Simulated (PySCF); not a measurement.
Electron correlation in Se⁺ (selenium, charge +1)

[Ar] 3d10 4s2 4p3, high-spin 4S determinant. Calculation: PySCF 2.14, in Sapporo-DKH3-DZP-2012 (6s5p3d1f, 43 functions); scalar relativity by spin-free X2C-1e. Frozen: [Ar] 3d10; 5 electrons correlated.

MP2 pair energies summed by pair of shells (mhartree):

```
 pair  energy  share (%)
4s-4p  -38.32       65.5
4p-4p  -14.03       24.0
4s-4s   -6.18       10.6
```

Total MP2 correlation energy: -58.53 mhartree.

Same-spin part -15.92 and opposite-spin part -42.61 mhartree; SCS-MP2 scales them by 1/3 and 6/5 to -56.44 mhartree.

| level | correlation energy (mhartree) |
| --- | --- |
| CCSD | -73.17 |
| (T) | -0.83 |
| CCSD(T) | -74.00 |

Diagnostics: T1 = 0.0013, D1 = 0.0029, largest double amplitude 0.058.

Cost of the coupled-cluster step: 0.28 s of wall time on 1 thread of Neoverse-V2 (shared host), for 5 correlated electrons.

Iterations:

```
CC2 = 0
CCSD nocc = (np.int64(4), np.int64(1)), nmo = (29, 29)
frozen orbitals [[0, 1, 2, 3, 4, 5, 6, 7, 8, 9, 10, 11, 12, 13], [0, 1, 2, 3, 4, 5, 6, 7, 8, 9, 10, 11, 12, 13]]
max_cycle = 100
direct = 0
conv_tol = 1e-08
conv_tol_normt = 1e-06
diis_space = 8
diis_start_cycle = 0
Init t2, MP2 energy = -0.0585285458302142
Init E_corr(UCCSD) = -0.0585285458473511
cycle = 1  E_corr(UCCSD) = -0.0699371356771301  dE = -0.0114085898  norm(t1,t2) = 0.0370168
cycle = 2  E_corr(UCCSD) = -0.0723401310891626  dE = -0.00240299541  norm(t1,t2) = 0.00987366
cycle = 3  E_corr(UCCSD) = -0.0731863469194172  dE = -0.00084621583  norm(t1,t2) = 0.00324021
cycle = 4  E_corr(UCCSD) = -0.0731724651492434  dE = 1.38817702e-05  norm(t1,t2) = 0.000339727
cycle = 5  E_corr(UCCSD) = -0.0731728058320631  dE = -3.4068282e-07  norm(t1,t2) = 2.74814e-05
cycle = 6  E_corr(UCCSD) = -0.0731725474586018  dE = 2.58373461e-07  norm(t1,t2) = 5.75963e-06
cycle = 7  E_corr(UCCSD) = -0.0731727103035374  dE = -1.62844936e-07  norm(t1,t2) = 6.92262e-07
cycle = 8  E_corr(UCCSD) = -0.073172663917118  dE = 4.63864193e-08  norm(t1,t2) = 1.43285e-07
cycle = 9  E_corr(UCCSD) = -0.0731726692588105  dE = -5.34169246e-09  norm(t1,t2) = 3.01322e-08
UCCSD converged
E(UCCSD) = -2427.771634872804  E_corr = -0.0731726692588105
UCCSD(T) correction = -0.000829730620845154
```
